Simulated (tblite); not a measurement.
Record of a relaxation.

Species: BGeH5P (doublet state).
Bonds: B1–P2, P2–Ge3. Hydrogens: H4, H5 on B1; H6, H7, H8 on Ge3.

Computed with GFN2-xTB (tblite), gas phase: L-BFGS steps from a force-field or distance-geometry start until the largest atomic force falls under 0.01 eV/Å. 14 of its 57 geometries are shown.

Step 0: E = -222.1043 eV, largest atomic force 1.411 eV/Å
```
atom  x, y, z in Å  |  force x, y, z in eV/Å
B1      1.947    0.018    0.574   -0.047  -1.236  -0.678
P2      0.436   -0.999    0.088    1.383  -0.083   0.216
Ge3    -1.481    0.068    0.284   -1.274   0.463  -0.139
H4      2.584   -0.371    1.485   -0.307   0.339   0.152
H5      2.593    0.442   -0.318   -0.321   0.377   0.213
H6     -1.838    0.504    1.720    0.070   0.018  -0.402
H7     -2.610   -0.932   -0.137    0.511   0.454   0.191
H8     -1.622    1.279   -0.686   -0.015  -0.332   0.448
```

Step 4: E = -222.3115 eV, largest atomic force 0.510 eV/Å
```
atom  x, y, z in Å  |  force x, y, z in eV/Å
B1      1.987   -0.093    0.518   -0.127  -0.060  -0.065
P2      0.469   -1.024    0.103   -0.163  -0.234   0.002
Ge3    -1.523    0.084    0.274    0.498  -0.093   0.062
H4      2.550   -0.333    1.511    0.010   0.013   0.141
H5      2.561    0.500   -0.307   -0.033   0.188  -0.074
H6     -1.835    0.513    1.677   -0.021   0.103   0.023
H7     -2.570   -0.895   -0.123   -0.102  -0.108  -0.054
H8     -1.631    1.258   -0.642   -0.062   0.192  -0.033
```

Step 9: E = -222.3515 eV, largest atomic force 0.258 eV/Å
```
atom  x, y, z in Å  |  force x, y, z in eV/Å
B1      1.973   -0.127    0.495    0.033   0.136   0.098
P2      0.479   -1.123    0.107    0.023  -0.123   0.007
Ge3    -1.452    0.077    0.271   -0.235   0.059  -0.073
H4      2.524   -0.314    1.522   -0.073   0.009  -0.165
H5      2.516    0.551   -0.301   -0.209  -0.064   0.095
H6     -1.831    0.544    1.666    0.137  -0.039  -0.106
H7     -2.557   -0.893   -0.125    0.211   0.140   0.051
H8     -1.644    1.293   -0.625    0.112  -0.118   0.092
```

Step 13: E = -222.3751 eV, largest atomic force 0.306 eV/Å
```
atom  x, y, z in Å  |  force x, y, z in eV/Å
B1      1.940   -0.128    0.497   -0.208  -0.100  -0.015
P2      0.489   -1.203    0.116   -0.152   0.205   0.053
Ge3    -1.427    0.079    0.258    0.295  -0.066   0.045
H4      2.500   -0.303    1.506    0.083  -0.026   0.118
H5      2.438    0.580   -0.286   -0.127   0.106  -0.087
H6     -1.794    0.557    1.641    0.119  -0.044   0.044
H7     -2.514   -0.870   -0.120   -0.140  -0.103  -0.063
H8     -1.623    1.298   -0.602    0.130   0.027  -0.095
```

Step 17: E = -222.4134 eV, largest atomic force 0.328 eV/Å
```
atom  x, y, z in Å  |  force x, y, z in eV/Å
B1      1.840   -0.129    0.516    0.294  -0.007  -0.012
P2      0.465   -1.281    0.144    0.189  -0.125   0.003
Ge3    -1.342    0.067    0.241   -0.322   0.057  -0.023
H4      2.479   -0.295    1.489   -0.057   0.031  -0.040
H5      2.250    0.639   -0.274   -0.195   0.018   0.072
H6     -1.683    0.556    1.615    0.050  -0.021   0.195
H7     -2.468   -0.850   -0.127   -0.120   0.005  -0.030
H8     -1.531    1.302   -0.593    0.161   0.042  -0.164
```

Step 22: E = -222.4542 eV, largest atomic force 0.170 eV/Å
```
atom  x, y, z in Å  |  force x, y, z in eV/Å
B1      1.803   -0.144    0.521   -0.093  -0.031   0.012
P2      0.471   -1.356    0.173    0.008  -0.009  -0.028
Ge3    -1.324    0.061    0.227    0.104  -0.071   0.035
H4      2.462   -0.278    1.478    0.096   0.044  -0.042
H5      2.025    0.709   -0.248    0.050   0.064   0.038
H6     -1.564    0.542    1.635   -0.084  -0.001  -0.025
H7     -2.473   -0.829   -0.144   -0.137   0.100   0.008
H8     -1.392    1.304   -0.631    0.056  -0.097   0.002
```

Step 26: E = -222.4750 eV, largest atomic force 0.246 eV/Å
```
atom  x, y, z in Å  |  force x, y, z in eV/Å
B1      1.776   -0.140    0.527   -0.080  -0.121   0.090
P2      0.472   -1.400    0.168    0.218   0.097   0.061
Ge3    -1.313    0.024    0.238    0.032  -0.078  -0.086
H4      2.507   -0.246    1.442   -0.079  -0.079  -0.107
H5      1.932    0.761   -0.200   -0.007   0.073  -0.064
H6     -1.546    0.524    1.631   -0.087   0.085   0.074
H7     -2.544   -0.749   -0.144   -0.015   0.004   0.012
H8     -1.275    1.236   -0.653    0.020   0.018   0.020
```

Step 30: E = -222.4804 eV, largest atomic force 0.103 eV/Å
```
atom  x, y, z in Å  |  force x, y, z in eV/Å
B1      1.763   -0.136    0.531    0.047   0.064  -0.065
P2      0.494   -1.411    0.174   -0.066  -0.012   0.002
Ge3    -1.302    0.010    0.236    0.006   0.021   0.046
H4      2.505   -0.255    1.426    0.044  -0.043   0.036
H5      1.903    0.776   -0.193   -0.025   0.007   0.016
H6     -1.551    0.533    1.629   -0.034   0.014  -0.043
H7     -2.551   -0.735   -0.142    0.000  -0.034  -0.007
H8     -1.251    1.229   -0.650    0.026  -0.016   0.016
```

Step 34: E = -222.4825 eV, largest atomic force 0.083 eV/Å
```
atom  x, y, z in Å  |  force x, y, z in eV/Å
B1      1.774   -0.132    0.523   -0.039  -0.054   0.049
P2      0.494   -1.406    0.178    0.006  -0.003   0.012
Ge3    -1.306    0.005    0.243   -0.031   0.011  -0.011
H4      2.515   -0.270    1.421    0.023   0.002  -0.061
H5      1.897    0.788   -0.190    0.017   0.035   0.003
H6     -1.572    0.542    1.622   -0.024   0.023   0.031
H7     -2.559   -0.734   -0.141    0.037  -0.027  -0.010
H8     -1.235    1.217   -0.646    0.010   0.013  -0.014
```

Step 39: E = -222.4856 eV, largest atomic force 0.094 eV/Å
```
atom  x, y, z in Å  |  force x, y, z in eV/Å
B1      1.775   -0.129    0.526    0.039   0.016  -0.058
P2      0.488   -1.395    0.190   -0.025   0.017   0.026
Ge3    -1.320    0.009    0.255    0.044   0.016   0.009
H4      2.546   -0.297    1.390    0.032   0.010  -0.004
H5      1.903    0.803   -0.179   -0.040  -0.053   0.067
H6     -1.617    0.564    1.624   -0.005  -0.011  -0.015
H7     -2.549   -0.756   -0.147   -0.009   0.005  -0.019
H8     -1.216    1.210   -0.647   -0.037  -0.001  -0.008
```

Step 43: E = -222.4875 eV, largest atomic force 0.056 eV/Å
```
atom  x, y, z in Å  |  force x, y, z in eV/Å
B1      1.777   -0.136    0.520    0.004  -0.012   0.054
P2      0.482   -1.399    0.209    0.024  -0.010   0.013
Ge3    -1.317    0.010    0.261   -0.013   0.000  -0.016
H4      2.575   -0.308    1.358    0.049  -0.025   0.009
H5      1.866    0.820   -0.150   -0.019   0.021  -0.042
H6     -1.638    0.578    1.619    0.001  -0.008  -0.003
H7     -2.541   -0.758   -0.157   -0.002   0.027  -0.008
H8     -1.195    1.202   -0.650   -0.042   0.007  -0.007
```

Step 47: E = -222.4902 eV, largest atomic force 0.060 eV/Å
```
atom  x, y, z in Å  |  force x, y, z in eV/Å
B1      1.801   -0.141    0.531    0.007  -0.004   0.056
P2      0.484   -1.384    0.235   -0.001  -0.008   0.029
Ge3    -1.326    0.020    0.264   -0.047  -0.036  -0.010
H4      2.635   -0.334    1.333   -0.024  -0.001  -0.054
H5      1.858    0.819   -0.137    0.030   0.025  -0.007
H6     -1.678    0.586    1.617    0.022  -0.013  -0.033
H7     -2.537   -0.759   -0.173    0.009   0.011   0.013
H8     -1.228    1.204   -0.660    0.004   0.026   0.006
```

Step 52: E = -222.4914 eV, largest atomic force 0.044 eV/Å
```
atom  x, y, z in Å  |  force x, y, z in eV/Å
B1      1.805   -0.138    0.539   -0.018   0.003  -0.040
P2      0.481   -1.377    0.260    0.003  -0.001   0.019
Ge3    -1.336    0.016    0.263    0.013   0.012  -0.026
H4      2.665   -0.351    1.301    0.025  -0.010   0.032
H5      1.857    0.829   -0.121    0.002   0.009   0.000
H6     -1.697    0.591    1.606    0.005  -0.002   0.016
H7     -2.542   -0.762   -0.178   -0.023  -0.008  -0.007
H8     -1.224    1.202   -0.659   -0.007  -0.002   0.006
```

Step 56: E = -222.4917 eV, largest atomic force 0.007 eV/Å
```
atom  x, y, z in Å  |  force x, y, z in eV/Å
B1      1.809   -0.138    0.538    0.000   0.002  -0.002
P2      0.481   -1.375    0.266   -0.002  -0.001   0.005
Ge3    -1.339    0.017    0.257    0.000  -0.001   0.003
H4      2.666   -0.352    1.307   -0.004  -0.001  -0.002
H5      1.868    0.826   -0.125    0.003   0.002  -0.002
H6     -1.692    0.585    1.606   -0.002  -0.004   0.003
H7     -2.547   -0.764   -0.179    0.005   0.005  -0.002
H8     -1.237    1.209   -0.659    0.000  -0.001  -0.004
```

**Question.** Summarise the path.

**Answer.** The energy falls by 8.93 kcal/mol from step 0 to step 56; nine tenths of that is first reached at step 22. It falls at every step. The largest force goes from 1.411 to 0.007 eV/Å. Among the bonds P2–Ge3 changes most, from 2.203 to 2.291 Å; the atoms move by 0.391 Å rms after alignment.

**Question.** Follow the three bonds and two angles with the largest change from start to end.

**Answer.** 
```csv
step,E above end (kcal/mol),largest force (eV/Å),P2–Ge3 (Å),Ge3–H7 (Å),Ge3–H8 (Å),B1–P2–Ge3 (°),H4–B1–H5 (°)
0,8.93,1.411,2.203,1.565,1.558,114.4,114.0
2,5.35,0.623,2.290,1.509,1.514,116.1,115.1
5,3.93,0.332,2.275,1.492,1.494,117.4,118.4
7,3.64,0.383,2.262,1.508,1.507,116.3,118.2
10,3.07,0.213,2.295,1.519,1.524,111.2,117.6
12,2.85,0.268,2.311,1.501,1.513,109.4,117.7
15,2.20,0.319,2.278,1.483,1.493,105.1,117.4
17,1.81,0.328,2.257,1.498,1.502,102.5,117.3
19,1.24,0.416,2.267,1.514,1.516,99.6,119.0
22,0.86,0.170,2.287,1.500,1.512,99.0,120.9
24,0.67,0.298,2.285,1.493,1.504,98.5,120.3
27,0.32,0.117,2.288,1.505,1.507,96.6,117.7
29,0.29,0.100,2.291,1.504,1.508,96.3,117.9
32,0.23,0.056,2.290,1.502,1.506,96.2,119.3
34,0.21,0.083,2.288,1.504,1.505,96.6,119.6
37,0.17,0.083,2.289,1.506,1.505,97.3,119.4
39,0.14,0.094,2.289,1.502,1.506,97.2,119.0
41,0.11,0.076,2.288,1.501,1.506,97.1,118.6
44,0.09,0.090,2.286,1.506,1.505,97.5,118.7
46,0.05,0.108,2.289,1.507,1.505,98.3,119.1
49,0.02,0.036,2.291,1.501,1.506,98.7,119.2
51,0.01,0.049,2.290,1.501,1.507,99.0,119.1
54,0.00,0.013,2.291,1.504,1.506,99.6,119.0
56,0.00,0.007,2.291,1.504,1.506,99.6,119.0
```

What follows is the cost of the whole relaxation. Time: 0.14 s. Hardware: an Arm Neoverse V2 with one thread (shared host).
